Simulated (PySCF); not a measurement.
**Removing the step error of a finite difference**

System: C₂H₇FSSi (SMILES C[Si](C)(F)S), singlet, geometry from GFN2-xTB. Level: PBE/6-31G, polarisability (PySCF). Sums are taken with unrounded values, so a last digit can differ.

Second differences of the energy in a field along z gave a polarisability along z of 53.147 bohr³ at step 0.02 and 53.577 bohr³ at step 0.05 (atomic units).

Problem. Extrapolate to zero step.

Solution. The leading error of a symmetric difference goes as h², so A(h) = A0 + c h². Then c = (53.577 - (53.147))/(0.05² - 0.02²) = 205 (atomic units) and A0 = 53.147 - c × 0.02² = 53.065 bohr³. The analytic value from the same program and level is 53.070 bohr³: the smaller step missed it by 0.077, the extrapolation by -0.005.
